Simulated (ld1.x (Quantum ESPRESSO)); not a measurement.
## u(r) = r·R(r): atom against pseudo-atom (O)

Columns: radius, all-electron u(r) and pseudo u(r) of the 2p shell (level -64.96 eV) of oxygen in the configuration [He] 2s2 2p1; PBE, scalar-relativistic, ultrasoft scheme, ld1.x (Quantum ESPRESSO) 7.5.

```csv
r (bohr),all-electron,pseudo
0.090,0.1155,0.0132
0.180,0.3337,0.0518
0.270,0.5529,0.1126
0.360,0.7344,0.1909
0.450,0.8673,0.2804
0.540,0.9543,0.3743
0.630,0.9999,0.4657
0.720,1.0103,0.5479
0.810,0.9929,0.6157
0.900,0.9550,0.6650
0.990,0.9028,0.6936
1.080,0.8418,0.7013
1.170,0.7759,0.6894
1.260,0.7085,0.6606
1.350,0.6417,0.6189
1.440,0.5774,0.5686
1.530,0.5166,0.5143
1.620,0.4599,0.4597
1.710,0.4076,0.4077
1.800,0.3599,0.3599
1.890,0.3166,0.3166
1.980,0.2776,0.2776
2.070,0.2427,0.2427
2.160,0.2116,0.2116
2.250,0.1840,0.1840
2.340,0.1595,0.1595
```

**Question.** How many radial nodes do the two functions have?

**Answer.** The all-electron 2p function has n − l − 1 = 0; the pseudo-wave has 0.

**Question.** At about which radius was the pseudo-wave matched?

**Answer.** 1.80 bohr. The columns agree to 0.0005 from 1.62 bohr on; several derivatives are matched, so the curves merge somewhat inside the radius.

**Question.** Is the pseudo-wave norm-conserving?

**Answer.** No, it belongs to an ultrasoft set: the norm inside the radius is not constrained, and the difference is carried by the augmentation charge.
